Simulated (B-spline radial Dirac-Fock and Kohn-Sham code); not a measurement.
# Binding energies of Au at several levels of theory

System: neutral gold in the configuration [Xe] 4f14 5d10 6s1.

The density-functional columns are spherical, spin-unpolarised Dirac-Kohn-Sham results without Breit or QED terms: −ε is minus the orbital energy of the initial state and ΔSCF the difference of two total energies. The reference in the last column comes from Dirac-Fock ΔSCF + Breit + QED. All numbers are from a B-spline atomic structure program, in eV; a selection of levels is shown. For the 1s level of heavy atoms much of the gap between ΔSCF and the reference is the Breit and QED part, -435.1 eV here; for other levels the error of the functional can be larger.

```csv
level,PBE0 −ε,PBE −ε,PBE ΔSCF,LDA ΔSCF,Dirac-Fock
K (1s),80771.2,80609.6,81217.9,81151.3,80726.6
L1 (2s),14279.7,14212.2,14322.4,14313.2,14368.3
L2 (2p1/2),13689.3,13632.8,13776.4,13772.1,13740.9
L3 (2p3/2),11853.0,11797.4,11917.3,11915.0,11926.1
M1 (3s),3387.2,3354.1,3385.1,3382.7,3440.7
M2 (3p1/2),3121.5,3092.6,3126.2,3125.4,3161.6
M3 (3p3/2),2714.9,2687.6,2717.4,2717.1,2756.7
M4 (3d3/2),2274.0,2251.9,2288.4,2288.7,2299.3
M5 (3d5/2),2186.8,2164.9,2200.0,2200.4,2213.8
N1 (4s),744.5,727.9,741.3,740.1,775.0
N2 (4p1/2),630.8,616.2,629.5,629.0,655.7
N3 (4p3/2),532.9,519.1,531.6,530.9,558.1
N4 (4d3/2),346.6,335.9,348.2,348.2,363.0
N5 (4d5/2),328.3,317.8,329.9,329.9,344.8
N6 (4f5/2),88.87,83.03,94.53,95.02,92.46
N7 (4f7/2),85.00,79.22,90.59,91.08,88.79
O2 (5p1/2),75.86,71.82,78.45,78.91,81.97
O3 (5p3/2),59.22,55.35,61.65,61.89,65.69
O4 (5d3/2),9.49,7.84,13.15,13.42,11.07
O5 (5d5/2),7.91,6.31,11.49,11.75,9.59
P1 (6s),5.50,5.77,9.42,9.78,7.66
```

Q: Order the estimates of the K (1s) level by their distance from the Dirac-Fock value, nearest first.
A. PBE0 −ε
B. PBE −ε
C. PBE ΔSCF
D. LDA ΔSCF

A: A (44.7 eV), B (117.0 eV), D (424.7 eV), C (491.3 eV).

An eigenvalue near the reference for a deep level is a cancellation of errors: it lacks relaxation, carries self-interaction and omits Breit and QED terms.

For the outermost level NIST gives 9.225554 eV (measured); the differences from it are PBE0 −ε -3.73, PBE −ε -3.45, PBE ΔSCF +0.19, LDA ΔSCF +0.55, Dirac-Fock -1.57 eV.

Values without a named source are computed, but for edge energies of neutral atoms, which are taken from tables.
